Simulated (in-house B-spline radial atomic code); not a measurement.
Ionisation energies along the 74-electron series, configuration 1s2 2s2 2p6 3s2 3p6 3d10 4s2 4p6 4d10 4f14 5s2 5p6 5d3/2(4) 5d5/2(2), as differences of self-consistent energies. Dirac energy differences include first-order Breit, QED and recoil terms. NIST's values go from ground level to ground level; the uncertainty of those that are theory runs from under 0.1 % in few-electron ions to several per cent in heavy many-electron ones. Computed with a radial B-spline atomic code at the basis-set limit: Dirac-Hartree-Fock, jj configuration that fills j = l - 1/2 first, finite nuclei.

A number in brackets counts the electrons of a j subshell.

```
 ion          configuration after  ionisation energy (eV)  IE/(q+1)² (eV)  -ε less Coulomb ΔSCF (eV)  Breit and QED recoil part (eV)  tabulated value (eV)    tabulated kind  computed minus tabulated (eV)
Os2+  [Xe] 4f14 5d3/2(4) 5d5/2(1)                   26.37          2.9304                     1.0074                        0.022907                    25  tabulated theory                           1.37
Ir3+  [Xe] 4f14 5d3/2(4) 5d5/2(1)                       ?               ?                          ?                               ?                     ?  tabulated theory                              ?
Pt4+  [Xe] 4f14 5d3/2(4) 5d5/2(1)                   57.51          2.3003                    0.89247                        0.024408                    56  tabulated theory                           1.51
Au5+  [Xe] 4f14 5d3/2(4) 5d5/2(1)                   75.51          2.0976                     0.8628                        0.022925                    74  tabulated theory                           1.51
Hg6+  [Xe] 4f14 5d3/2(4) 5d5/2(1)                       ?               ?                          ?                               ?                     ?          measured                              ?
Tl7+  [Xe] 4f14 5d3/2(4) 5d5/2(1)                  115.88          1.8107                    0.82691                        0.016315                   116  tabulated theory                          -0.12
```

Fill in the row of Ir3+.

ionisation energy (eV): 41.08; IE/(q+1)² (eV): 2.5673; -ε less Coulomb ΔSCF (eV): 0.93675; Breit and QED recoil part (eV): 0.024494; tabulated value (eV): 40; computed minus tabulated (eV): 1.08.

Fill in the row of Hg6+.

ionisation energy (eV): 94.99; IE/(q+1)² (eV): 1.9387; -ε less Coulomb ΔSCF (eV): 0.84198; Breit and QED recoil part (eV): 0.020201; tabulated value (eV): 93; computed minus tabulated (eV): 1.99.
